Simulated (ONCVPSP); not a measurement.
Configuration tests for sulfur (ONCV)

sulfur (S), optimised norm-conserving Vanderbilt (ONCV), made with ONCVPSP 4.0.1 (PBE, scalar-relativistic). Core [He], reference 2s2 2p6 3s2 3p1 (charge +3). Waves: 2s+3s: rc 0.95 bohr, ncon 4, nbas 9, qcut 10.5 1/bohr, 2 projectors; 2p+3p: rc 0.70 bohr, ncon 3, nbas 7, qcut 17.1 1/bohr, 2 projectors; d scattering state at 0.37 Ha: rc 0.75 bohr, ncon 4, nbas 8, qcut 11.9 1/bohr, 2 projectors, debl 0.4 Ha. Local part: polynomial inside 0.60 bohr (lpopt 4, dvloc0 0 Ha). Core correction: Teter function, fcfact 5.25, rcfact 1.55.

Energies are relative to the spin-unpolarised reference configuration 2s2 2p6 3s2 3p1; without spin polarisation the order of configurations can differ from experiment.

| valence configuration | charge | ΔE all-electron (eV) | error AE − PS (meV) |
| --- | --- | --- | --- |
| 2s2 2p6 3s2 3p3 | +1 | -56.325 | +7.1 |
| 2s2 2p6 3s2 3p2 | +2 | -34.042 | +2.7 |

What are ΔE and the potential's error for 2s1 2p6 3s2 3p4?

ΔE = 159.219 eV all-electron; the error (AE − PS) is -593 meV.

What are ΔE and the potential's error for 2s2 2p6 3s2 3p4?

ΔE = -68.094 eV all-electron; the error (AE − PS) is +11 meV.

Levels in the configuration 2s2 2p6 3s2 3p3:

```
level  all-electron (eV)  pseudo (eV)
   2s           -223.449     -223.448
   2p           -168.272     -168.394
   3s            -27.630      -27.627
   3p            -16.796      -16.799
```
